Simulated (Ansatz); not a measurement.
Consider the ligand exchange at a Zr–Br bond: `[Br][Zr]([Br])([Br])[Br]` + HCl → `[Cl][Zr]([Br])([Br])[Br]` + HBr.

Program: Ansatz. Geometries: PBE0-D4/def2-TZVP. ΔE: electronic, gas phase. CBS: MP2 limit from def2 TZ/QZ plus the TZ coupled-cluster correction, frozen cores. This one scheme is used for every species. DFT in def2-TZVPP. Elements past krypton have def2 core potentials. For Br, Zr outer-core shells are correlated without core-valence functions, which leaves a few kJ/mol of doubt a bond. Scalar relativity is left out up to krypton.

```csv
species,PBE-D4 energy (Eh)
`[Br][Zr]([Br])([Br])[Br]`,-10342.48038
HCl,-460.62759
`[Cl][Zr]([Br])([Br])[Br]`,-8228.73925
HBr,-2574.36879
```

Work out ΔE.

ΔE = (-8228.73925) + (-2574.36879) − (-10342.48038) − (-460.62759) = -0.00007 Eh = -0.2 kJ/mol. CCSD(T)/CBS gives +4.0 kJ/mol.

Largest T1 diagnostic among the species: 0.013.

In def2-TZVPP, CCSD(T) changes the Hartree–Fock value by +5.0 kJ/mol (the triples alone add +0.7 kJ/mol) and MP2 by +8.6 kJ/mol. At CCSD(T), def2-SVP lies −9.2 kJ/mol from the extrapolated value and def2-TZVPP +0.2 kJ/mol.
